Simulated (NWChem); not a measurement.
A series in which one site is exchanged, each optimised at PBE0/def2-SVP with NWChem, gas phase unless a solvent is named. 

A: [Be]=[O] (BeO; site = Be)
B: [Ca]=[O] (CaO; site = Ca)
C: [O]=[Mg] (MgO; site = Mg)

Q: Rank them by dipole (D), PBE0/def2-SVP, lowest first.

A: A (5.99), C (7.36), B (8.40)
